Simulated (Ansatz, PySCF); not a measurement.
NbI₂, SMILES [I][Nb][I] (connectivity only; charge and spin as stated), neutral, multiplicity 4. Atoms are numbered in the order given.

```xyz
3

Nb     0.0000     0.0000     0.0183
I      0.0000    -2.6543     0.0181
I      0.0000     2.6543     0.0181
```
Charge 0, spin multiplicity 4.

Geometry: PBE0-D3(BJ)/def2-SVP. The spin state was assumed, not searched. The def2 effective core potentials stand for the cores of I, Nb; spin–orbit coupling is left out.

Two levels are set side by side: PBE-D3(BJ)/def2-SVP (Ansatz, a program for electronic structure) and PBE0-D3(BJ)/def2-SVP (Ansatz). Each level has its own optimised geometry; the coordinates shown are those of the second. Frequencies come from the Hessian of PySCF at each geometry. Differences are taken from unrounded values.

```csv
quantity,PBE0-D3(BJ),PBE-D3(BJ),PBE-D3(BJ) minus PBE0-D3(BJ)
mean bond length (Å),2.654,2.658,0.004
bond Nb1–I2 (Å),2.654,2.658,0.004
bond Nb1–I3 (Å),2.654,2.658,0.004
highest harmonic wavenumber (cm⁻¹),275,271,-4
mean harmonic wavenumber (cm⁻¹),114,109,-5
zero-point energy (kcal/mol),0.65,0.62,-0.03
```
